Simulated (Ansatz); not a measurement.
C₃H₆Cl (SMILES C[CH]CCl), doublet, at a GFN2-xTB geometry; PBE/STO-3G run with Ansatz (a first-principles code).

The Ansatz input:
Ansatz 0.2 input:
```yaml
crystal:
  periodic: [false, false, false]
  atoms:
    - {symbol: C, position_ang: [0.83519170, -0.01173686, -0.93776301]}
    - {symbol: C, position_ang: [2.08474253, -0.17763721, -0.16953693]}
    - {symbol: C, position_ang: [-0.25450716, 0.77739373, -0.46643008]}
    - {symbol: H, position_ang: [0.67704263, -0.66350502, -1.78253322]}
    - {symbol: H, position_ang: [2.08522732, -1.13752773, 0.35804127]}
    - {symbol: Cl, position_ang: [-1.35014793, -0.28336693, 0.71590498]}
    - {symbol: H, position_ang: [2.94854628, -0.18908383, -0.83515052]}
    - {symbol: H, position_ang: [2.20315945, 0.61218429, 0.56844018]}
    - {symbol: H, position_ang: [0.02373643, 1.60046062, 0.18458636]}
    - {symbol: H, position_ang: [-0.97775952, 1.06659151, -1.22138880]}
basis:
  gaussian:
    orbitals: STO-3G
hamiltonian:
  xc: pbe
magnetization: {spin_polarized: true, initial_magnetization: 1}
accuracy: high
```

Output, abridged:

```
Functional definition: PBE
606 factors; integrals over basis functions are off by at most 7.7e-9 eV
mean field evaluation 1: about -15544.4053 eV, gradient 8.8e0 eV
mean field evaluation 2: about -15542.9200 eV, gradient 1.7e1 eV
mean field evaluation 4: about -15545.1536 eV, gradient 8.1e-1 eV
mean field evaluation 8: about -15545.0582 eV, gradient 9.2e-3 eV
mean field evaluation 16: about -15545.0582 eV, gradient 1.7e-6 eV
mean field -15545.05815986 eV, -571.2703505561 hartree, gradient 3.4e-8 eV, S^2 0.754118; 0 other end points of the search recorded, 0 dependent functions left out
reference -15545.05816228 eV, -571.2703506448 hartree; 21, 20 occupied and 9, 10 virtual orbitals, 606 factors
Total energy: -15545.05816228 eV, -571.2703506448 hartree
```
